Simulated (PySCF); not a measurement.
SMILES [CH](=C)[SnH2][O]C (C3H8OSn) (B3LYP/def2-SVP optimised geometry):

```
13

Sn     0.212    -0.795     0.000
C     -0.659    -1.618     1.775
C     -1.575    -2.592     1.740
O     -0.363     1.129     0.000
C      0.053     2.028    -0.993
H     -0.437    -1.563    -1.404
H      1.939    -0.795     0.000
H     -0.336    -1.216     2.743
H     -2.014    -3.005     2.657
H     -1.939    -3.027     0.802
H     -0.304     1.756    -2.009
H      1.156     2.140    -1.052
H     -0.361     3.027    -0.763
```

Calculation: B3LYP/def2-TZVP, def2 effective core potentials past Kr in PySCF.

**Question.** What are the frontier orbital energies and the dipole moment?

**Answer.** HOMO-2 -8.03 eV, HOMO-1 -7.59 eV, HOMO -7.08 eV, LUMO -1.02 eV, LUMO+1 -0.11 eV; dipole moment 1.46 D.
